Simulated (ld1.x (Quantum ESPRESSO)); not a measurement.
u(r) = r·R(r): atom against pseudo-atom (sulfur (S))

Columns: radius, all-electron u(r) and pseudo u(r) of the 3s shell (level -17.43 eV) of sulfur in the configuration [Ne] 3s1.75 3p4.25; PBE, scalar-relativistic, TM scheme, ld1.x (Quantum ESPRESSO) 7.5.

| r (bohr) | all-electron | pseudo |
| --- | --- | --- |
| 0.090 | 0.1407 | 0.0339 |
| 0.180 | -0.1842 | 0.0693 |
| 0.270 | -0.3797 | 0.1080 |
| 0.360 | -0.3965 | 0.1516 |
| 0.450 | -0.2916 | 0.2019 |
| 0.540 | -0.1246 | 0.2604 |
| 0.630 | 0.0624 | 0.3279 |
| 0.720 | 0.2435 | 0.4043 |
| 0.810 | 0.4046 | 0.4875 |
| 0.900 | 0.5396 | 0.5732 |
| 0.990 | 0.6474 | 0.6555 |
| 1.080 | 0.7290 | 0.7276 |
| 1.170 | 0.7865 | 0.7838 |
| 1.260 | 0.8225 | 0.8211 |
| 1.350 | 0.8401 | 0.8398 |
| 1.440 | 0.8426 | 0.8426 |
| 1.530 | 0.8327 | 0.8327 |
| 1.620 | 0.8133 | 0.8133 |
| 1.710 | 0.7867 | 0.7867 |
| 1.800 | 0.7548 | 0.7548 |
| 1.890 | 0.7192 | 0.7192 |
| 1.980 | 0.6814 | 0.6814 |
| 2.070 | 0.6423 | 0.6423 |
| 2.160 | 0.6030 | 0.6030 |
| 2.250 | 0.5639 | 0.5639 |
| 2.340 | 0.5257 | 0.5257 |

**Question.** How many radial nodes do the two functions have?

**Answer.** The all-electron 3s function has n − l − 1 = 2; the pseudo-wave has 0, since the states of the same l below it are removed with the core.

**Question.** At about which radius was the pseudo-wave matched?

**Answer.** 1.55 bohr. The columns agree to 0.0005 from 1.35 bohr on; several derivatives are matched, so the curves merge somewhat inside the radius.

**Question.** Is the pseudo-wave norm-conserving?

**Answer.** Yes: the TM scheme keeps the norm inside the radius equal to the all-electron one, which fixes the energy derivative of the logarithmic derivative at the level.
